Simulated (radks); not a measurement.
Polarisability of the arsenic ion As5+, [Ar] 3d10, at imaginary frequency. Calculated with a radial shooting solver on a logarithmic mesh with Libxc functionals: scalar-relativistic Kohn-Sham, LB94 model potential, spin-polarised, spherical densities, finite nucleus; Fermi nuclear charge, rms radius 4.0968 fm. Response by self-consistent Sternheimer equations with the Hartree and adiabatic LDA kernel, the relativistic mass of each level held fixed and spin-orbit coupling left out.

| w (hartree) | alpha1(iw) (bohr^3) | alpha2(iw) (bohr^5) |
|---|---|---|
| 0.00266 | 0.5537 | 0.6378 |
| 0.0143 | 0.5537 | 0.6378 |
| 0.0360 | 0.5536 | 0.6377 |
| 0.0697 | 0.5534 | 0.6372 |
| 0.118 | 0.5529 | 0.6360 |
| 0.186 | 0.5517 | 0.6332 |
| 0.280 | 0.5492 | 0.6275 |
| 0.413 | 0.5441 | 0.6162 |
| 0.605 | 0.5338 | 0.5946 |
| 0.892 | 0.5135 | 0.5560 |
| 1.35 | 0.4744 | 0.4931 |
| 2.12 | 0.4049 | 0.4036 |
| 3.59 | 0.2968 | 0.2899 |
| 6.94 | 0.1605 | 0.1586 |
| 17.5 | 0.04562 | 0.04439 |

Static values: alpha1 = 0.5537 bohr^3 (0.08205 angstrom^3; uncoupled 0.6604), alpha2 = 0.6378 bohr^5, alpha3 = 1.047 bohr^7. C6 = 0.9261, C8 = 4.792, triple-dipole C9 = 0.3563 atomic units. One-pole (London) frequency 4 C6 / (3 alpha1^2) = 4.027 hartree, against 4.437 for minus the highest occupied eigenvalue.
